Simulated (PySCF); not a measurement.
Harmonic spectrum computed at PBE in the def2-TZVP basis family (core potentials from Rb on, PySCF, no spin–orbit coupling):

```csv
symmetry,ω (cm⁻¹),"IR (km/mol, summed over degenerate members)"
a2'',530,82.4
e',1358,7.1
a1',3054,0.0
e',3233,7.8
```

Problem. Which molecule gave it? In each, all ligands are bound to the one heavy central atom.
A. BH₃ (singlet)
B. AsH₃ (singlet)
C. NH₃ (singlet)
D. CH₃ (doublet)

Solution. D. It has D3h symmetry with C–H 1.087 Å (×3).
